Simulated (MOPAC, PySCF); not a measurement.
CH₂N₂, SMILES `N=C=N`, neutral singlet in the gas phase. 

Cartesian coordinates (Å):
SMILES: N=C=N
```xyz
5

N     -1.1418     0.3711    -0.3127
C      0.0181     0.1548    -0.0077
N      1.2000     0.1268     0.2881
H     -1.8904    -0.1017     0.1749
H      1.8140    -0.5510    -0.1425
```
Charge 0, spin multiplicity 1.

All levels are single points at this geometry (B3LYP-D3(BJ)/def2-TZVP); Pople sets use spherical d functions. Orbital energies aren't observables, and empty levels follow the basis.

| level | HOMO (eV) | LUMO (eV) | gap (eV) | dipole (D) | vertical IE, Delta-SCF (eV) |
|---|---|---|---|---|---|
| B3LYP-D3(BJ)/def2-TZVP in PySCF | -8.02 | 0.34 | 8.36 | 2.07 | 10.88 |
| PBE-D3(BJ)/def2-TZVP in PySCF | -6.88 | -0.36 | 6.53 | 1.99 | 10.78 |
| B3LYP/3-21G in PySCF | -7.16 | 1.16 | 8.32 | 2.38 | – |
| BP86/6-31G* in PySCF | -6.60 | -0.03 | 6.57 | 2.13 | – |
| M06-2X/6-31G* in PySCF | -9.26 | 2.15 | 11.41 | 2.27 | – |
| PBE/6-31G* in PySCF | -6.48 | 0.07 | 6.55 | 2.11 | 10.59 |
| HF/3-21G in PySCF | -10.91 | 5.41 | 16.33 | 2.75 | – |
| AM1 in MOPAC | -10.69 | 1.06 | 11.75 | 2.37 | – |
| PM7 in MOPAC | -10.90 | 0.58 | 11.49 | 2.79 | – |
